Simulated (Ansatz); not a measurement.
Isolated molecules relaxed with PBE0-D4/def2-TZVP in Ansatz; ΔE leaves out vibrations. CCSD(T)/CBS adds triple-zeta CCSD(T) − MP2 to the extrapolated MP2 energy (def2 sets, frozen cores). Functionals use def2-TZVPP. B3LYP here is the variant with VWN-RPA as its local correlation; programs differ in this. Each species was taken in one conformer, which may not be the lowest.

Reaction (cleavage of the Si–B bond): `F[SiH2]BC[SiH3]` + `O[SiH](F)F` → `F[SiH2]O[SiH](F)F` + `BC[SiH3]`

| level | ΔE (kcal/mol) | difference from CCSD(T)/CBS |
| --- | --- | --- |
| PBE-D4 | -28.9 | 6.4 |
| r2SCAN-D4 | -33.9 | 1.4 |
| PBE0-D4 | -31.4 | 3.9 |
| B3LYP-D4 | -35.0 | 0.3 |
| ωB97X-V | -34.3 | 1.0 |
| ωB97M-V | -35.2 | 0.1 |
| B2PLYP | -36.3 | -1.0 |
| PBE | -29.1 | 6.2 |
| r2SCAN | -34.0 | 1.3 |
| PBE0 | -31.6 | 3.7 |
| B3LYP | -35.3 | 0.0 |
| HF/def2-TZVPP | -42.3 | -7.0 |
| MP2/def2-TZVPP | -36.8 | -1.5 |
| SCS-MP2/def2-TZVPP | -37.7 | -2.4 |
| CCSD/def2-TZVPP | -36.2 | -0.9 |
| CCSD(T)/def2-TZVPP | -35.3 | 0.0 |
| HF/def2-QZVPP | -43.1 | -7.8 |
| MP2/def2-QZVPP | -37.1 | -1.8 |
| SCS-MP2/def2-QZVPP | -38.0 | -2.7 |
| HF/CBS(def2) | -43.2 | -7.9 |
| MP2/CBS(def2) | -36.9 | -1.6 |
| CCSD/CBS(def2) | -36.3 | -1.0 |
| CCSD(T)/CBS | -35.3 | 0 |

Largest T1 diagnostic among the species: 0.012.

In def2-TZVPP, CCSD(T) changes the Hartree–Fock value by +7.0 kcal/mol (the triples alone add +1.0 kcal/mol) and MP2 by +5.5 kcal/mol. From PBE to PBE0 (25 % exact exchange), in def2-TZVPP and without D4, ΔE moves by −2.5 kcal/mol.
